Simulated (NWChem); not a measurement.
Molecule: AlBrCl$_{2}$; SMILES [Cl][Al]([Cl])[Br]

All runs: NWChem. All runs use the structure optimised with PBE0/def2-SVP. Level BLYP/def2-SVP: single points from the atomic guess with DIIS by default; each run changes one setting, and all converged runs end within 0.3 mHa of each other. NWChem's automatic level shift, which a small gap switches on, acted in some of these runs.

### Question
Which setting needs the most SCF iterations, or fails (occupation smearing of 0.005 Ha; DIIS on 20 Fock matrices; core-Hamiltonian guess; defaults; level shift of 0.5 Ha throughout; DIIS on 3 Fock matrices)?

### Answer
core-Hamiltonian guess, with 19 against 9 for the defaults.
```tsv
setting	SCF iterations
defaults	9
occupation smearing of 0.005 Ha	9
DIIS on 20 Fock matrices	8
DIIS on 3 Fock matrices	8
core-Hamiltonian guess	19
level shift of 0.5 Ha throughout	13
```
